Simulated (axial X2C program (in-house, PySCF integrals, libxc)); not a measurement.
## ZrH⁺: nuclear properties from DFT to coupled cluster

Computed with an axial X2C code built on PySCF integrals: two-component X2C with atomic mean-field Coulomb and Gaunt terms, Gaussian nuclei, basis Zr dyall-acv3z, H dyall-av3z with contracted cores.

R = 1.802 Å (near the PBE0 minimum at charge 1 of the determinant lowest at the starting distance; the state shown can have its own minimum elsewhere); state Ω = 1 (⟨Sz⟩ = -1.00, ⟨Lz⟩ = 2.00 at PBE0).

```csv
level,Eeff magnitude (GV/cm),Ws magnitude Zr (kHz),A∥/gI Zr (MHz),qzz Zr (a.u.),A∥/gI H (MHz)
PBE0,0.0173,0.00454,-1150,-0.66,9.36
HF,0.00464,0.0227,-1010,-1.09,18.8
B3LYP,0.187,0.0772,-1190,-0.60,7.7
```

Eeff is the effective electric field on the electron electric dipole moment in this Ω state and Ws the scalar–pseudoscalar constant of the nucleus named (defined with the proton number Z and per Ω); A∥ (defined per Ω) follows by multiplying with gI = μI/(I μN); qzz is the electric field gradient, eQq0 = 234.96 MHz × Q/barn × qzz. The operators were transformed with the bare-nucleus X2C matrices; with these basis sets, hyperfine constants and field gradients can be off by tens of per cent, and where levels differ in sign neither size nor sign is settled.

Finite-field MP2, CCSD and CCSD(T), with 12 electrons correlated in 122 natural virtual spinors (MP2 remainder added):

```json
{"level": "MP2", "Eeff magnitude (GV/cm)": "0.405", "Ws magnitude Zr (kHz)": "0.164", "A∥/gI Zr (MHz)": "-1100", "qzz Zr (a.u.)": "-0.72", "A∥/gI H (MHz)": "6.54"}
{"level": "CCSD", "Eeff magnitude (GV/cm)": "0.178", "Ws magnitude Zr (kHz)": "0.0615", "A∥/gI Zr (MHz)": "-1080", "qzz Zr (a.u.)": "-0.79", "A∥/gI H (MHz)": "8.65"}
{"level": "CCSD(T)", "Eeff magnitude (GV/cm)": "0.238", "Ws magnitude Zr (kHz)": "0.088", "A∥/gI Zr (MHz)": "-1080", "qzz Zr (a.u.)": "-0.76", "A∥/gI H (MHz)": "7.74"}
```

T1 = 0.017 (Lee–Taylor). One unrestricted determinant, the lowest of a limited PBE0 search, is the reference; the functionals treat spin collinearly. With several open shells it need not be a pure state. The sign of Eeff is opposite to CCSD(T) at HF. Eeff spreads by more than a factor of two over the levels. Correlation of the inner shells is missing, which matters for properties at the nucleus. Number of frozen shells: Zr 3 s, 2 p, 1 d; H none.

Task: By how much does correlation change each value, CCSD(T) against HF?

Result: A∥/gI Zr 7 %; qzz Zr -30 %; A∥/gI H -59 %.
